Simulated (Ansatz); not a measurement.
Consider the atomization: `N[Si@@H](Cl)[C@H](O)F` → C• + Cl• + F• + 5 H• + N• + O• + Si•.

Calculated with Ansatz (gas phase, PBE0-D4/def2-TZVP geometries, no zero-point term in ΔE). CCSD(T)/CBS adds triple-zeta CCSD(T) − MP2 to the extrapolated MP2 energy (def2 sets, frozen cores). This one scheme is used for every species, atoms too. DFT in def2-TZVPP. B3LYP here is the variant with VWN-RPA as its local correlation; programs differ in this. No spin–orbit coupling; open shells (•) take unrestricted orbitals. Spin–orbit coupling would lower the free atoms: a little for C, Cl, F, O, Si. One conformer a species, not always the lowest.

`N[Si@@H](Cl)[C@H](O)F`:

```xyz
11

N     0.197    0.252   -1.769
Si   -0.549    0.684   -0.315
Cl   -2.605    0.444   -0.253
C     0.118   -0.503    1.024
O     1.375   -0.101    1.406
F     0.177   -1.782    0.449
H     0.162    0.838   -2.586
H     0.331   -0.720   -1.997
H    -0.297    2.107   -0.011
H    -0.564   -0.609    1.877
H     1.656   -0.607    2.176
```

```csv
level,ΔE (kcal/mol)
B3LYP,935.6
MP2/def2-QZVPP,961.0
```

Task: What does CCSD(T)/CBS give? (Estimate.)

Result: The calculation gave: +949.9 kcal/mol. The listed levels differ from it by -14.3, 11.1 kcal/mol.

Largest T1 diagnostic among the species: 0.012.

In def2-TZVPP, CCSD(T) changes the Hartree–Fock value by +264.4 kcal/mol (the triples alone add +16.8 kcal/mol) and MP2 by +288.5 kcal/mol; breaking electron pairs costs correlation energy, which Hartree–Fock lacks. From PBE to PBE0 (25 % exact exchange), in def2-TZVPP and without D4, ΔE moves by −23.7 kcal/mol: exact exchange takes away binding that semilocal exchange gives to molecules. The D4 term adds +9.9 kcal/mol with B3LYP and +5.2 kcal/mol with PBE0; it sums over pairs of atoms, weighted by their polarisabilities, and B3LYP, whose exchange is more repulsive, gets the larger term.

For atomizations the MP2-based limit and the directly extrapolated one differ by several kJ/mol either way, and by 10 to 25 for some Ge, Se and Sn compounds, so smaller differences from it don't rank the levels.
